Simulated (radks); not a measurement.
Values are calculated unless marked as measured or tabulated.
Task: Neutral copper, 29 electrons, occupied as [Ar] 3d10 4s1. Code: a radial shooting solver on a logarithmic mesh with Libxc functionals. Model: Dirac Kohn-Sham, PBE, spin-unpolarised, spherical densities, finite nucleus; Fermi nuclear charge, rms radius 3.8823 fm. Some entries of the table are withheld. Estimate them.

| orbital | occ. | eigenvalue (eV) | <r> (bohr) |
|---|---|---|---|
| 1s1/2 | 2 | (1) | 0.05213 |
| 2s1/2 | 2 | -1062.101 | 0.2350 |
| 2p1/2 | 2 | (2) | (3) |
| 2p3/2 | 4 | (4) | (5) |
| 3s1/2 | 2 | -114.6718 | 0.7118 |
| 3p1/2 | 2 | (6) | 0.7421 |
| 3p3/2 | 4 | (7) | 0.7530 |
| 3d3/2 | 4 | (8) | 1.040 |
| 3d5/2 | 6 | (9) | 1.053 |
| 4s1/2 | 1 | -4.6100 | 2.936 |

Result: 
(1) 1s1/2 eigenvalue (eV): -8848.829
(2) 2p1/2 eigenvalue (eV): -930.3935
(3) 2p1/2 <r> (bohr): 0.2041
(4) 2p3/2 eigenvalue (eV): -909.8973
(5) 2p3/2 <r> (bohr): 0.2074
(6) 3p1/2 eigenvalue (eV): -73.8608
(7) 3p3/2 eigenvalue (eV): -71.2803
(8) 3d3/2 eigenvalue (eV): -5.2025
(9) 3d5/2 eigenvalue (eV): -4.9326
